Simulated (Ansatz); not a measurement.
A structure relaxed at PBE-D4/def2-SVP in Ansatz, charge 0, singlet:

```xyz
25

Ge    1.696    0.341   -0.024
H     2.324    1.186   -1.160
H     2.622   -0.186    1.099
O     0.963   -1.155   -0.697
C     0.224   -1.104   -1.928
C    -1.212   -1.549   -1.660
C     0.933   -1.987   -2.953
H     0.198   -0.057   -2.321
H    -1.218   -2.572   -1.230
H    -1.812   -1.556   -2.592
H    -1.701   -0.867   -0.937
H     1.963   -1.623   -3.139
H     1.001   -3.027   -2.573
H     0.388   -2.001   -3.919
O     0.440    1.426    0.663
C    -0.181    1.105    1.918
C    -1.690    1.006    1.707
C     0.201    2.179    2.936
H     0.186    0.117    2.291
H    -2.079    1.961    1.297
H    -2.216    0.793    2.660
H    -1.930    0.198    0.989
H     1.299    2.209    3.080
H    -0.124    3.175    2.574
H    -0.274    1.989    3.920
```

**Question.** Give its formula, name or SMILES and point group.

**Answer.** GeH2(OiPr)2 (C6H16GeO2). Point group C2 (tolerance 0.1 Å).

**Question.** Summarise the bond lengths by kind (pairs closer than 1.2 times the sum of covalent radii, bridged metal pairs left out).

**Answer.** 4 × C–C 1.53 Å; 2 × C–O 1.44 Å; 2 × Ge–O 1.80 Å; 14 × C–H 1.11 to 1.12 Å; 2 × Ge–H 1.55 Å.
